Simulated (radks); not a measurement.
The numbers below are computed, except where a source is named.
Question: Successive ionisation energies (eV) of one element, from differences of total energies of ions in their ground configurations, starting at charge 44: 3714.9, 3811.5, 3906.7, 4032.2, 4131.6, 4229.6, 4556.6, 4663.5, 10686.1, 10952.6, 11214.2, 11572.2, 11848.3, 12119.2, 13004.1, 13273.0, 54071, 55212. Code: a radial shooting solver on a logarithmic mesh with Libxc functionals. Model: scalar-relativistic Kohn-Sham, exchange-only LDA, spin-polarised, spherical densities, point nucleus; open shells are filled with parallel spins first (spin-orbit coupling, left out, can overturn this in heavy ions). Which element is it?

Answer: Samarium (Z = 62). The first species listed is Sm44+ in [Ar], the last Sm61+ in 1s1.
